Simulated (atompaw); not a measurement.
## PBE PAW (atompaw) dataset for Pt, scalar-relativistic all-electron reference.

Input for atompaw 4.2.0.5:

```
Pt 78
GGA-PBE scalarrelativistic loggrid 2001 logderivrange -3 5 201
6 6 5 4 0 0
6 0 0
6 1 0
5 2 9
0 0 0
c
c
c
c
c
v
c
c
c
c
v
c
c
v
c
2
3.00 3.00 2.40 2.20
y
0.3
n
y
-0.1
n
y
0.8
n
custom polynom vanderbiltortho sinc
3 0 ultrasoft
3.00
2.20
3.00
3.00
2.00
2.00
PWSCFOUT
UPFDX 0.0125d0 UPFXMIN -7.d0 UPFZMESH 78.d0
END
```

Command:

```bash
atompaw < Pt.input > Pt.log
```

Output (summary file):

```
Completed calculations for Pt (AE)

 Exchange-correlation type: GGA, Perdew-Burke-Ernzerhof

 Radial integration grid is logarithmic
 r0 =   8.7953405E-05 h =   6.8603656E-03   n =      2001 rmax =   8.0000000E+01

 Scalar relativistic calculation

 AEatom converged in  47 iterations
   nz     =  78.00
   delta  =       1.864069946103E-16

 All Electron Orbital energies:
  n  l      occupancy      energy
  1  0      2.0000000E+00 -5.7657851E+03
  2  0      2.0000000E+00 -1.0133707E+03
  3  0      2.0000000E+00 -2.3849379E+02
  4  0      2.0000000E+00 -5.1722126E+01
  5  0      2.0000000E+00 -8.0887361E+00
  6  0      0.0000000E+00 -9.4666349E-01
  2  1      6.0000000E+00 -8.7817750E+02
  3  1      6.0000000E+00 -1.9913150E+02
  4  1      6.0000000E+00 -3.8816413E+01
  5  1      6.0000000E+00 -4.7263046E+00
  6  1      0.0000000E+00 -4.8925448E-01
  3  2      1.0000000E+01 -1.5648873E+02
  4  2      1.0000000E+01 -2.3153512E+01
  5  2      9.0000000E+00 -1.0513360E+00
  4  3      1.4000000E+01 -5.7524209E+00

 Total energy
   Total                    :   -36826.35643562749465

 ---
 Completed calculations for Pt (SC)

 Exchange-correlation type: GGA, Perdew-Burke-Ernzerhof

 Radial integration grid is logarithmic
 r0 =   8.7953405E-05 h =   6.8603656E-03   n =      2001 rmax =   8.0000000E+01

 Scalar relativistic calculation

 SCatom converged in   2 iterations
   nz     =  78.00
   delta  =       1.805213608582E-18

 Valence Electron Orbital energies:
  n  l      occupancy      energy
   6  0      0.0000000E+00 -9.4666349E-01
   6  1      0.0000000E+00 -4.8925448E-01
   5  2      9.0000000E+00 -1.0513360E+00

 Total energy
   Total                    :   -36826.35643562817131
   Valence                  :     -746.15899067939370

 PAW parameters:
       lmax =            2
         rc =    3.0124201792724921
        irc =         1523
   rc_shape =    3.0124201792724921
    rc_vloc =    2.4021023200592198
    rc_core =    2.2122648108358112
   Vloc: Non norm-conserving form with l= 3;e=   0.0000E+00
   Projector type: polynomial pseudization + Vanderbilt ortho.
   Sinc^2 compensation charge shape zeroed at rc

 Number of basis functions     6
 No.   n  nodes  l      Energy         Cp coeff         Occ
  1    6    5    0   -0.9466635E+00 -0.3994058E+02  0.0000000E+00
  2  999    6    0    0.3000000E+00 -0.1855375E+01  0.0000000E+00
  3    6    4    1   -0.4892545E+00  0.1948823E+04  0.0000000E+00
  4  999    5    1   -0.1000000E+00  0.3219341E+03  0.0000000E+00
  5    5    2    2   -0.1051336E+01  0.1546206E+02  0.9000000E+01
  6  999    3    2    0.8000000E+00  0.2508144E+02  0.0000000E+00

 Eigenvalues of overlap operator (in the basis of projectors):
    1        5.48557304E-03
    2        4.79084246E-01
    3        1.97975834E+00
    4        2.40372616E+01
    5        3.19904262E+03
    6        1.51110648E+04

 Orbital leakage outside PAW augmentation regions
   orb  is_core?  %out_of_sphere
   1 0    T           0.00
   2 0    T           0.00
   3 0    T           0.00
   4 0    T           0.00
   5 0    T           0.00
   6 0    F          32.77
   2 1    T           0.00
   3 1    T           0.00
   4 1    T           0.00
   5 1    T           0.05
   6 1    F          66.97
   3 2    T          -0.00
   4 2    T           0.00
   5 2    F           4.97
   4 3    T           0.00

 Summary of PAW energies
   Total valence energy     :   -746.15899287514367
   Smooth energy            :     13.82884180703853
   One center               :   -759.98783468218221
   Smooth kinetic           :     27.64716291818888
   Vloc energy              :     -8.02382047073228
   Smooth exch-corr         :     -7.70823073636208
   One-center xc            :   -700.26296292181007
```

Note: ghost state, extra bound levels that the all-electron valence spectrum of the same l lacks: p at -8.5 eV. A true bound ghost makes a file unfit for plane-wave use.

The run took about 26 s on one core of a shared server CPU.
